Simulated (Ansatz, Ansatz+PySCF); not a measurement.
```json
{"atom": "Ni", "x (Å)": "0.0000", "y (Å)": "0.0000", "z (Å)": "0.0000"}
{"atom": "F", "x (Å)": "0.0000", "y (Å)": "0.0000", "z (Å)": "1.7390"}
```

Basis set: def2-SVP (spherical functions). Frozen core: 6 orbitals. Correlation on ROHF uses semicanonical orbitals with singles. Charge 0, multiplicity 2.

Computed with Ansatz (development build ahead of 0.2.0); each method stands on the lowest determinant of its kind that the runs found. Restricted functionals stand beside restricted open-shell atoms, which can lie above the unrestricted atoms usual in DFT and then raise those values.

(1) Give the atomization energy at this shape (free ground-state atoms in the same class of orbitals less the molecule, no zero-point energy) of doublet NiF by ωB97X (unrestricted), r²SCAN (unrestricted), r²SCAN (restricted open-shell), PBE0 (unrestricted), PBE (unrestricted), PBE0 (restricted open-shell), PBE (restricted open-shell), ROHF-MP2, UHF-MP2, UHF, ROHF.

## Answers

(1)

```csv
method,atomization energy
ωB97X (unrestricted),4.27 eV
r²SCAN (unrestricted),4.47 eV
r²SCAN (restricted open-shell),4.29 eV
PBE0 (unrestricted),4.11 eV
PBE (unrestricted),4.70 eV
PBE0 (restricted open-shell),3.97 eV
PBE (restricted open-shell),4.68 eV
ROHF-MP2,3.80 eV
UHF-MP2,3.63 eV
UHF,2.28 eV
ROHF,0.49 eV
```

Caution: another spin multiplicity may lie lower. Caution for ωB97X (unrestricted), r²SCAN (unrestricted), PBE0 (unrestricted): the unrestricted determinant is spin contaminated. Caution for ROHF-MP2, ROHF: an unrestricted determinant lies well below. Caution for UHF-MP2, UHF: the unrestricted determinant is a mixture of spin states. Caution for UHF, ROHF: the determinant may break the point group.
